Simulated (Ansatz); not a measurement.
Ansatz results at the PBE0-D4/def2-TZVP geometry: size of the dipole moment (ωB97M-V/def2-TZVPP) 2.19 D; LUMO energy (ωB97M-V/def2-TZVPP) 0.46 eV; LUMO energy (B3LYP/def2-TZVPP) -1.84 eV.

Each molecule was computed in one conformer, which needn't be the lowest.

(1) Which molecule gave them?
A. `N=C1[SiH2]C1Cl`
B. `[NH2][Al]1[O][GaH]1`
C. `C=C=N[SiH2]Cl`
D. `[SiH3]N[SiH2][SiH2]Cl`

## Answers

(1) A. The others give `[NH2][Al]1[O][GaH]1`: 2.61, 0.29, -1.69; `C=C=N[SiH2]Cl`: 0.41, 1.39, -1.03; `[SiH3]N[SiH2][SiH2]Cl`: 1.71, 0.97, -0.91.

B3LYP here is the variant with VWN-RPA as its local correlation; programs differ in this.
